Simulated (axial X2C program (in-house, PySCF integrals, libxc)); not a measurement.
Potential curves of CrO, 2c

All values were computed with an in-house all-electron X2C program for linear molecules (integrals from PySCF). Two-component (2c) means X2C with spin–orbit coupling and atomic mean-field two-electron Coulomb and Gaunt terms. Basis: Cr dyall-cv3z [9s10p6d3f2g], O dyall-av3z [7s6p3d2f] (cores contracted in-house); Gaussian nuclei, density fitting, unrestricted open shells. Masses: Cr 51.941 u, O 15.995 u.

State: Ω = 1 (⟨Sz⟩ = 2.00, ⟨Lz⟩ = -1.00 at LDA). Energies in eV from the fragments at the same level (Cr + O). Fits are polynomials in 1 − R0/R over 0.85 to 1.23 times the lowest point R0.

| R (Å) | LDA |
| --- | --- |
| 1.3972 | -5.3646 |
| 1.4615 | -6.0380 |
| 1.5096 | -6.3070 |
| 1.5578 | -6.4230 |
| 1.6060 | -6.4204 |
| 1.6622 | -6.3066 |
| 1.7184 | -6.1088 |
| 1.7907 | -5.7775 |
| 1.8790 | -5.3159 |
| 2.0075 | -4.6297 |

The state is one determinant whose occupation by symmetry is held fixed; it was picked as the lowest of a PBE0 search that is not exhaustive. De is counted from the lowest determinant-based energies of the atoms at the same level, without counterpoise correction. Density functionals use the spin component along the axis (collinear). In 2c an atomic determinant is not the ground J level, so De misses part of the atomic spin–orbit lowering. This holds for LDA. The functionals have no current-density term, which raises determinants with orbital currents, atoms included. With several unpaired electrons one determinant need not be a pure state. Open-shell Ω = 0 determinants with evenly filled partner blocks cannot be reached by this program, so the Ω shown need not be the lowest component. The determinant is spin-polarised beyond a pure state at some levels (its spin-free form has ⟨S²⟩ too high), which makes Re and μ there less reliable.

(1) Fit the LDA curve near its minimum: give the equilibrium distance, the harmonic wavenumber and the well depth.

Answers

(1) At LDA, 2c: Re = 1.580 Å, ωe ≈ 997 cm⁻¹, De = 6.43 eV to Cr + O; Be follows as 0.552 cm⁻¹.
